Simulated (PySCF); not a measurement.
C₃H₇NSi, SMILES [SiH3]C1=NCC1. Atoms are numbered in the order given.

```xyz
12

Si    -0.0030     1.8339     0.0000
C      0.0150    -0.0540     0.0000
N      1.0644    -0.8096     0.0000
C      0.2286    -2.0258     0.0000
C     -1.0370    -1.1390     0.0000
H     -0.7337     2.3225    -1.2096
H      1.3956     2.3461     0.0000
H     -0.7337     2.3225     1.2096
H      0.3875    -2.6511     0.8936
H      0.3875    -2.6511    -0.8936
H     -1.6758    -1.1921     0.8959
H     -1.6758    -1.1921    -0.8959
```

Geometry optimised at PBE0-D3(BJ)/def2-SVP. The structure was generated by enumeration, and PubChem lists no compound with its InChIKey, so it may never have been made.

Calculation: PySCF with TDDFT-B3LYP/def2-SVPD.

Vertical excitations.  State labels are in the subgroup Cs.

```csv
state,symmetry,energy (eV),λ (nm),f,main pairs
S1,A",4.69,264,0.002,HOMO→LUMO 99 %
S2,A",6.20,200,0.000,HOMO−2→LUMO 99 %
S3,A',6.55,189,0.019,HOMO→LUMO+1 97 %
S4,A',6.89,180,0.014,HOMO→LUMO+2 90 %
S5,A',7.03,176,0.087,"HOMO→LUMO+3 43 %, HOMO−1→LUMO 41 %, HOMO→LUMO+4 12 %"
S6,A',7.08,175,0.111,"HOMO→LUMO+4 47 %, HOMO−1→LUMO 39 %, HOMO→LUMO+3 8 %"
S7,A',7.26,171,0.174,"HOMO→LUMO+3 43 %, HOMO→LUMO+4 40 %, HOMO−1→LUMO 9 %"
S8,A",7.55,164,0.001,"HOMO−1→LUMO+1 59 %, HOMO−3→LUMO 37 %"
S9,A",7.58,164,0.014,"HOMO−3→LUMO 60 %, HOMO−1→LUMO+1 37 %"
S10,A",7.64,162,0.000,HOMO→LUMO+5 96 %
T1,A",3.89,319,0,HOMO→LUMO 98 %
T2,A',4.49,276,0,HOMO−1→LUMO 93 %
T3,A",5.72,217,0,HOMO−2→LUMO 96 %
T4,A',6.47,192,0,HOMO→LUMO+1 96 %
```
Triplets are in the Tamm–Dancoff approximation, which puts them higher than full response would, so one can lie above its singlet here.
